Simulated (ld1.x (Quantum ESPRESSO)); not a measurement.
# Reading a pseudo-wave (neodymium (Nd))

Columns: radius, all-electron u(r) and pseudo u(r) of the 5s shell (level -67.45 eV) of neodymium in the configuration [Kr] 4d10 4f3 5s2 5p6 5d0 6s0 6p0; PBE, scalar-relativistic, TM semilocal scheme, ld1.x (Quantum ESPRESSO) 7.5.

```tsv
r (bohr)	all-electron	pseudo
0.106	-0.0646	0.0780
0.212	0.3532	0.1567
0.318	-0.0862	0.2368
0.424	-0.4821	0.3188
0.530	-0.5049	0.4033
0.636	-0.2590	0.4900
0.742	0.0852	0.5781
0.848	0.4138	0.6654
0.954	0.6738	0.7482
1.060	0.8516	0.8213
1.166	0.9534	0.8786
1.272	0.9929	0.9140
1.378	0.9852	0.9231
1.484	0.9443	0.9047
1.590	0.8818	0.8613
1.696	0.8070	0.7988
1.802	0.7268	0.7245
1.908	0.6461	0.6457
2.014	0.5682	0.5682
2.120	0.4952	0.4952
2.226	0.4283	0.4283
2.332	0.3681	0.3681
2.438	0.3146	0.3146
2.544	0.2677	0.2677
2.650	0.2269	0.2269
2.756	0.1915	0.1915
```

Problem. How many radial nodes do the two functions have?

Solution. The all-electron 5s function has n − l − 1 = 4 (the table is too coarse to show those close to the nucleus); the pseudo-wave has 0, since the states of the same l below it are removed with the core.

Problem. At about which radius was the pseudo-wave matched?

Solution. 2.12 bohr. The columns agree to 0.0005 from 1.91 bohr on; several derivatives are matched, so the curves merge somewhat inside the radius.

Problem. Is the pseudo-wave norm-conserving?

Solution. Yes: the TM semilocal scheme keeps the norm inside the radius equal to the all-electron one, which fixes the energy derivative of the logarithmic derivative at the level.
